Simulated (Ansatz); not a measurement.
Basis-set extrapolation for CH6AlNO2, SMILES `N[CH2][Al]([OH])[OH]` (PBE0-D4/def2-TZVP geometry, frozen core, Ansatz). Multiplicity 1, RHF reference.

|  | def2-TZVPP | def2-QZVPP |
| --- | --- | --- |
| HF | -487.682749 | -487.702529 |
| MP2 correlation | -0.951615 | -1.024443 |
| CCSD(T) correlation | -1.012124 | not run |

Energies in hartree. Use E(X) = E(∞) + A·exp(−7.88·√X) for Hartree–Fock and E(X) = E(∞) + B·X^(−2.97) for correlation, with X = 3 and 4, and add CCSD(T) minus MP2 of the smaller set to the MP2 limit.

Question: What is the CCSD(T) energy at the basis-set limit?

Answer: HF limit: -487.702529 + (-0.019780) × 0.13774 = -487.70525. MP2 limit: -1.024443 + (-0.072828) × 0.74074 = -1.07839. Higher-order term: -1.012124 − (-0.951615) = -0.06051. Total: -488.84415 hartree, 93.7 kcal/mol below CCSD(T)/def2-TZVPP.
